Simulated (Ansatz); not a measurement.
Ansatz (a quantum-chemistry and plane-wave program) input:

Ansatz 0.2 input:
```yaml
crystal:
  periodic: [false, false, false]
  atoms:
    - {symbol: C, position_ang: [1.89810304, -0.00695638, -0.13375735]}
    - {symbol: C, position_ang: [0.71704237, -0.18849680, 0.06093693]}
    - {symbol: C, position_ang: [-0.77587317, -0.34474074, 0.26312233]}
    - {symbol: O, position_ang: [-1.51511058, 0.61783038, -0.26041654]}
    - {symbol: H, position_ang: [2.92521377, 0.18217212, -0.32181517]}
    - {symbol: H, position_ang: [-0.86507089, -0.48866269, 1.38731378]}
    - {symbol: H, position_ang: [-0.97489164, -1.39498896, -0.12397777]}
basis:
  gaussian:
    orbitals: def2-TZVP
hamiltonian:
  xc: b3lyp
  dispersion: d3bj
total_charge: -1
phonons: {temperatures: {t_min: 298.15, t_max: 298.15, t_step: 100}}
```

### Question
Predict the final energy.

### Answer
-191.34652 Eh (B3LYP-D3(BJ)/def2-TZVP). The basis has 142 functions. The run takes roughly 60 core-seconds.

It need not be the lowest isomer of its formula. Whether it binds its extra electron was not tested at this geometry.
